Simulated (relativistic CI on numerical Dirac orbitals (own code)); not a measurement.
## Spin-allowed bands of a d2 ion in an octahedral site, by hand

Problem. Take Δ = 18920 cm⁻¹ and B = 440 cm⁻¹ for a d2 ion in an octahedral site. Calculate the three spin-allowed bands.

Working.
1. The terms of highest spin are 3F (energy 0) and 3P (15B = 6600 cm⁻¹). Here the F term splits into A2 at +1.2Δ = 22704, T2 at +0.2Δ = 3784 and T1 at −0.6Δ = -11352 cm⁻¹.
2. The two T1 states mix through the element 0.4Δ: H = [[-11352, 7568], [7568, 6600]], with roots ½(H₁₁ + H₂₂) ∓ ½√[(H₂₂ − H₁₁)² + 4H₁₂²] = ½(-4752) ∓ ½(23481) = -14117 and 9365 cm⁻¹.
3. The ground term is 3T1 at -14117 cm⁻¹.
4. Bands: 3T2 17901 cm⁻¹ (559 nm), 3T1(P) 23481 cm⁻¹ (426 nm), 3A2 36821 cm⁻¹ (272 nm).

Check. Exact diagonalisation of the whole d2 shell with these parameters gives 3T2 17901, 3T1 23481, 3A2 36821 cm⁻¹. The match is exact, since without spin-orbit coupling no other term has this spin. The ratio of the second band to the first, 1.312, depends on Δ/B = 43.0 alone, which is how a Tanabe-Sugano diagram is read.
